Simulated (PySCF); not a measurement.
**A small calculation by hand: oscillator strength and radiative lifetime**

Cl2GeH4Si, SMILES Cl[SiH](Cl)[GeH3].

The structure is a stationary point at ωB97X-D3(BJ)/def2-SVP. This is a generated structure with no PubChem entry under its InChIKey; it may be hypothetical.

PySCF with TDDFT-LC-ωPBE/def2-SVPD puts the first singlet state with f over 0.02 at 7.01 eV (vertical), with the transition dipole (0.000, 0.000, -0.353) in atomic units.

**Question.** Find the oscillator strength, the wavelength and the radiative lifetime that this transition would have in vacuum if emission retraced absorption.

**Answer.** 
|μ|² = 0.1246 au, so |μ| = 0.90 D. ΔE = 7.01/27.211 = 0.2576 hartree. f = (2/3) ΔE |μ|² = 0.021 (the program prints 0.021).
λ = 1239.84/7.01 = 177 nm; ν = 56539 cm⁻¹.
Einstein's coefficient A = 0.6670 ν² f s⁻¹ (ν in cm⁻¹) = 4.6e7 s⁻¹, so τ = 1/A = 22 ns. This state is S2; the lower singlet has f = 0.018. The figure is the radiative limit of this one transition; relaxation, internal conversion, crossing to triplets and a medium change what is measured.
